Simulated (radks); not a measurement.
Species: the tantalum ion Ta51+. Configuration: [Ar] 3d4.

All-electron calculation, Dirac Kohn-Sham, relativistic LDA (MacDonald-Vosko exchange, VWN5 correlation), spin-unpolarised, spherical densities, finite nucleus; open shells fill j = l - 1/2 first; Fermi nuclear charge, rms radius 5.3507 fm. Program: a radial shooting solver on a logarithmic mesh with Libxc functionals.

Energy parts (hartree):
total: -13256.4578
kinetic: 15064.7387
electron-nucleus: -30079.2473
Hartree: 1918.8154
exchange-correlation: -160.7646

Orbitals (lengths in bohr, moments of r in powers of bohr; <r^-3> diverges for s and p1/2; r(max) is where P^2 peaks):
| orbital | occ. | eigenvalue (hartree) | <r^-3> | r(max) | <r^2> | <1/r> |
|---|---|---|---|---|---|---|
| 1s1/2 | 2 | -2574.292 | - | 0.01173 | 0.0004829 | 85.00 |
| 2s1/2 | 2 | -538.9967 | - | 0.06716 | 0.007282 | 20.78 |
| 2p1/2 | 2 | -521.6452 | - | 0.04997 | 0.005198 | 20.72 |
| 2p3/2 | 4 | -475.0604 | 15620 | 0.05661 | 0.006362 | 17.55 |
| 3s1/2 | 2 | -200.9754 | - | 0.1839 | 0.04349 | 8.067 |
| 3p1/2 | 2 | -193.9422 | - | 0.1714 | 0.03931 | 7.992 |
| 3p3/2 | 4 | -182.5539 | 4017 | 0.1839 | 0.04452 | 7.155 |
| 3d3/2 | 4 | -171.7976 | 708.7 | 0.1419 | 0.03325 | 7.035 |
| 3d5/2 | 0 | -169.1769 | 607.4 | 0.1453 | 0.03463 | 6.835 |
| 4s1/2 | 0 | -103.0314 | - | 0.3751 | 0.1574 | 4.127 |
| 4p1/2 | 0 | -99.99507 | - | 0.3673 | 0.1525 | 4.079 |
| 4p3/2 | 0 | -95.78164 | 1520 | 0.3857 | 0.1665 | 3.770 |

The highest occupied level is 3d3/2 at -4674.9 eV. The electron density at the nucleus is 1.29e+06 e/bohr^3. Summed over all electrons, <r^2> = 0.5280 bohr^2, which gives a Langevin (diamagnetic) susceptibility term of -0.418 x 10^-6 cm^3/mol. The density falls to 0.001 e/bohr^3 at r = 0.62 bohr. For comparison, the ionisation energy in NIST's Atomic Spectra Database is 4745 eV (theoretical). In exact Kohn-Sham theory the highest level is minus the ionisation energy, but local and semilocal functionals leave it too shallow, through self-interaction and a potential that decays too fast; potentials with the right tail come closer.

Beside tabulated values, note that spin-unpolarised runs miss the spin-polarisation part of the exchange energy of open shells.
